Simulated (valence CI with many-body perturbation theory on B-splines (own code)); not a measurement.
## Te⁴⁶⁺: calculated level list

Computed by relativistic CI+MBPT: four valence electrons over a frozen Dirac-Fock core [He], radial functions for each j: 11 s, 11 p, 9 d, 7 f, 5 g, 2 h, 1 i, with the one-electron correlation potential Σ1 (screened to all orders), the two-electron term Σ2, the three-electron term Σ3, Breit, model QED; selected single and double excitations, second order for the rest (own B-spline code, finite nucleus).

The last digits are not significant, and no measured levels were compared; by estimate large intervals hold to a few tenths of a per cent, small ones and those within an open d or f shell to about a per cent.

Levels 91 to 113 of 113, with energies above the lowest level, (2s^2 2p1/2^2) J=0. "Leading %" is the weight of the configuration and term that name the level; weights of strongly mixed levels are sums over their largest components and can fall short. In the jj column 3d3/2^4 stands for four electrons in 3d with j = 3/2. Lifetimes count E1, E2, E3, M1 and M2 decay at the calculated energies, and are blank where another channel may lead or the interval is too uncertain; long ones can be off by a factor of two.

```
No.  Configuration  Term  J  E (× 10³ cm⁻¹)  Leading %      g  Lifetime                   Leading jj
 91        2s2p²3p   ³P°  1           42538         35  1.371   19.0 fs  2s 2p1/2 2p3/2 3p3/2 (89 %)
 92        2s2p²3p   ³P°  0           42554         82           364 fs  2s 2p1/2 2p3/2 3p3/2 (99 %)
 93        2s2p²3p   ¹D°  2           42558         38  1.121   19.4 fs  2s 2p1/2 2p3/2 3p3/2 (96 %)
 94        2s2p²3d    ³D  2           42583         28  1.390   2.18 fs  2s 2p1/2 2p3/2 3d3/2 (94 %)
 95        2s2p²3p   ³P°  1           42607         53  1.209    174 fs  2s 2p1/2 2p3/2 3p3/2 (97 %)
 96        2s2p²3d    ⁵P  1           42610         32  1.779   2.00 fs  2s 2p1/2 2p3/2 3d3/2 (91 %)
 97        2s2p²3d    ³F  3           42621         45  1.244   2.05 fs  2s 2p1/2 2p3/2 3d5/2 (58 %)
 98        2s2p²3d    ³D  1           42636         33  1.130   3.54 fs  2s 2p1/2 2p3/2 3d5/2 (88 %)
 99        2s2p²3d    ³G  5           42645         54  1.279   71.3 ps  2s 2p1/2 2p3/2 3d5/2 (98 %)
100        2s2p²3d    ³F  2           42764         42  1.094   8.11 fs  2s 2p1/2 2p3/2 3d5/2 (65 %)
101          2p³3s   ³P°  2           42775         38  1.499   29.9 fs      2p1/2^2 2p3/2 3s (84 %)
102        2s2p²3d    ³D  3           42789         54  1.244   3.27 fs  2s 2p1/2 2p3/2 3d5/2 (91 %)
103          2p³3s   ³D°  1           42837         25  1.204   17.2 fs      2p1/2^2 2p3/2 3s (84 %)
104        2s2p²3d    ³F  4           42838         54  1.191   2.31 fs  2s 2p1/2 2p3/2 3d5/2 (86 %)
105        2s2p²3d    ³D  1           42867         59  0.860   2.74 fs  2s 2p1/2 2p3/2 3d5/2 (85 %)
106        2s2p²3d    ³G  3           42881         53  0.902   20.1 fs  2s 2p1/2 2p3/2 3d3/2 (96 %)
107        2s2p²3d    ³P  0           42918         75          2.46 fs  2s 2p1/2 2p3/2 3d5/2 (93 %)
108        2s2p²3d    ³D  1           42936         58  0.677   10.1 fs  2s 2p1/2 2p3/2 3d3/2 (92 %)
109        2s2p²3d    ³F  2           42939         41  0.936   3.86 fs  2s 2p1/2 2p3/2 3d3/2 (66 %)
110        2s2p²3d    ¹D  2           43004         33  1.007   1.98 fs  2s 2p1/2 2p3/2 3d3/2 (80 %)
111        2s2p²3d    ¹P  1           43049         43  1.014   2.20 fs  2s 2p1/2 2p3/2 3d3/2 (77 %)
112        2s2p²3d    ³P  0           43087         62          2.32 fs  2s 2p1/2 2p3/2 3d3/2 (95 %)
113        2s2p²3d    ³D  3           43090         41  1.223   9.45 fs  2s 2p1/2 2p3/2 3d5/2 (94 %)
```
